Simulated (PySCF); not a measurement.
Compound: C3H12GeSi.
SMILES with atom numbers: `[CH3:1][CH2:2][GeH2:3][CH2:4][SiH3:5]` (hydrogens: H6, H7, H8 on C1; H9, H10 on C2; H11, H12 on Ge3; H13, H14 on C4; H15, H16, H17 on Si5)

Computed with PBE0-D3(BJ)/def2-SVP geometry optimisation, gas phase (PySCF 2.14.0).

Task: Give the optimised bond lengths and angles.

Result: 
| bond | length (Å) | order |
| --- | --- | --- |
| C1–C2 | 1.523 | single |
| C2–Ge3 | 1.961 | single |
| Ge3–C4 | 1.965 | single |
| C4–Si5 | 1.876 | single |
| C1–H6, C1–H7, C1–H8 | 1.102 | single |
| C2–H9, C2–H10 | 1.103 | single |
| Ge3–H11, Ge3–H12 | 1.545 | single |
| C4–H13, C4–H14 | 1.103 | single |
| Si5–H15, Si5–H16, Si5–H17 | 1.497 | single |

Bonds in one row agree within 0.01 Å and their mean is given. Orders are formal, as drawn. A selection of angles:
| angle | degrees |
| --- | --- |
| C2–C1–H6 | 111.8 |
| H6–C1–H7 | 107.3 |
| C1–C2–Ge3 | 113.5 |
| C1–C2–H9 | 110.7 |
| Ge3–C2–H9 | 107.7 |
| H9–C2–H10 | 106.1 |
| C2–Ge3–C4 | 110.3 |
| C2–Ge3–H11 | 109.7 |
| C4–Ge3–H11 | 108.7 |
| H11–Ge3–H12 | 108.7 |
| Ge3–C4–Si5 | 114.9 |
| Ge3–C4–H13 | 108.4 |
| Si5–C4–H13 | 109.2 |
| H13–C4–H14 | 106.7 |
| C4–Si5–H15 | 111.5 |
| H15–Si5–H16 | 108.2 |

Torsions: C1–C2–Ge3–C4 -56° (synclinal); C2–Ge3–C4–Si5 -58° (synclinal). The mirror-image conformer, all signs reversed, is as good.

Ge3 (germanium bonded to 2 C and 2 H) is tetrahedral (angles from 108.7° to 110.3°). Si5 (SiH3 silicon) is tetrahedral (angles from 107.9° to 111.5°).

Point group: C1 (no symmetry element, even within 0.4 Å). Not checked by PBE0-D3(BJ)/def2-SVP frequencies. The numbers are those of one conformer.
